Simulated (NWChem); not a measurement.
# SiH3SF; SMILES S[SiH2]F

```xyz
6

Si    -0.6439     0.5765    -0.0969
F      0.7289     1.3390     0.3165
S     -0.3241    -1.4960    -0.4493
H     -1.5978     0.7892     1.0225
H     -1.1231     1.1342    -1.3861
H     -0.1824    -1.8119     0.8571
```
Atoms are numbered in this order, from 1.

Program: NWChem. Pople sets run with spherical d functions. All runs use the structure optimised with PBE0/def2-SVP. Core excitations by TDA in a window of 1s orbitals, non-relativistic and unshifted: absolute energies depend strongly on the exact-exchange share.

```json
[
 {"level": "Si K edge, PBE0/def2-TZVP", "first 1s excitation (eV)": "1801.9", "dipole oscillator strength of the first": "0.0035", "first state with f > 0.002 (eV)": "1801.9", "dipole oscillator strength of that state": "0.0035"},
 {"level": "Si K edge, BHandHLYP/6-311G**", "first 1s excitation (eV)": "1824.5", "dipole oscillator strength of the first": "0.0057", "first state with f > 0.002 (eV)": "1824.5", "dipole oscillator strength of that state": "0.0057"},
 {"level": "F K edge, PBE0/6-311G**", "first 1s excitation (eV)": "671.7", "dipole oscillator strength of the first": "…", "first state with f > 0.002 (eV)": "671.7", "dipole oscillator strength of that state": "…"},
 {"level": "F K edge, B3LYP/def2-TZVP", "first 1s excitation (eV)": "669.9", "dipole oscillator strength of the first": "0.0076", "first state with f > 0.002 (eV)": "669.9", "dipole oscillator strength of that state": "0.0076"}
]
```

**Question.** Some entries are withheld; supply them.

**Answer.** 
- F K edge, PBE0/6-311G**, dipole oscillator strength of the first: 0.0093
- F K edge, PBE0/6-311G**, dipole oscillator strength of that state: 0.0093
